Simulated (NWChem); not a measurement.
Species: CH6OSi; SMILES [SiH2](C)O

```xyz
9

Si     0.4543     0.1230    -0.0137
C     -0.4306    -1.5386    -0.0336
O     -0.5875     1.4291    -0.0872
H      1.3144     0.2606    -1.2150
H      1.3102     0.1895     1.2099
H     -1.0783    -1.6727     0.8412
H      0.3029    -2.3552    -0.0270
H     -1.0492    -1.6499    -0.9312
H     -1.1645     1.5617     0.6773
```
Atoms are numbered in this order, from 1.

STO-3G and 3-21G are far too small for this property and stand as cheap habits. Geometry: optimised at B3LYP/6-31G* (spherical d).

Q: Give the principal values of the shielding tensors (ppm) of Si1, C2, O3 from Hartree-Fock/STO-3G, GIAO (NWChem), with their diamagnetic and paramagnetic parts as GIAO splits them.

A: 
```csv
atom,σ11,σ22,σ33,isotropic,diamagnetic,paramagnetic
Si1,549.0,585.5,646.9,593.8,866.9,-273.2
C2,239.3,249.8,252.7,247.3,247.6,-0.3
O3,336.9,458.4,563.9,453.0,379.3,73.8
```
